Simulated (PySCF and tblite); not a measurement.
Results of a calculation; reference values are marked as such.
C₆H₈O₂, numbered as in [CH2:1]=[CH:2][O:3][CH2:4][C:5](=[O:6])[CH:7]=[CH2:8].

Geometries GFN2-xTB; weights from PBE0-D3(BJ)/pcSseg-1 energies and GFN2-xTB thermal corrections, with symmetry numbers and mirror pairs. Conformers within 2.5 kcal/mol (GFN2-xTB free energy) were kept, 8 at most. Couplings: B3LYP/6-31G* with pcJ-1 on H (gas phase; spin-dipole term only for pairs with B, N, F, Si or P). Couplings are for ¹H. H–H couplings come out 0.1 to 0.9 Hz lower than with pcJ-1 on all atoms. Of two unlike H on one atom, a is the less shielded (PBE0/pcSseg-1). Programs: PySCF with density fitting and tblite.

Torsions listed: C1–C2–O3–C4, C2–O3–C4–C5, O3–C4–C5–O6, O6–C5–C7–C8. Of a mirror pair one member is shown.

```tsv
conformer	shape	weight %
1	1°, -178°, -163°, 4°	59.1
2	-4°, 68°, -155°, 8°	31.4
3	174°, -70°, 155°, -6°	5.9
4	-3°, 66°, -149°, -155°	2.3
5	-2°, 180°, 141°, 159°	0.9
```

Not shown: 1 more, 0.4 % in all.

Q: Give the couplings in each conformer and the averages at 298.15 K (pairs that fast motion interchanges averaged).

A: 
```json
{"coupling": "²J(H1b,H1a)", "pairs": "1", "1": "-5.0", "2": "-5.5", "3": "-3.5", "4": "-5.4", "5": "-5.0", "average (Hz)": "-5.1"}
{"coupling": "³J(H1b,H2)", "pairs": "1", "1": "14.2", "2": "14.4", "3": "12.8", "4": "14.4", "5": "14.1", "average (Hz)": "14.2"}
{"coupling": "³J(H1a,H2)", "pairs": "1", "1": "8.3", "2": "8.3", "3": "7.3", "4": "8.3", "5": "8.2", "average (Hz)": "8.2"}
{"coupling": "²J(H4,H4)", "pairs": "1", "1": "-18.9", "2": "-17.6", "3": "-18.2", "4": "-16.8", "5": "-14.9", "average (Hz)": "-18.3"}
{"coupling": "³J(H7,H8a)", "pairs": "1", "1": "17.4", "2": "17.2", "3": "17.3", "4": "13.2", "5": "18.3", "average (Hz)": "17.3"}
{"coupling": "³J(H7,H8b)", "pairs": "1", "1": "11.6", "2": "11.6", "3": "11.6", "4": "18.3", "5": "13.2", "average (Hz)": "11.8"}
{"coupling": "²J(H8a,H8b)", "pairs": "1", "1": "0.9", "2": "0.8", "3": "0.8", "4": "-0.4", "5": "-0.7", "average (Hz)": "0.8"}
```


Conformer gaps in pcSseg-1 on xTB geometries can be 2 kcal/mol off for S=O, P=O and other polar bonds.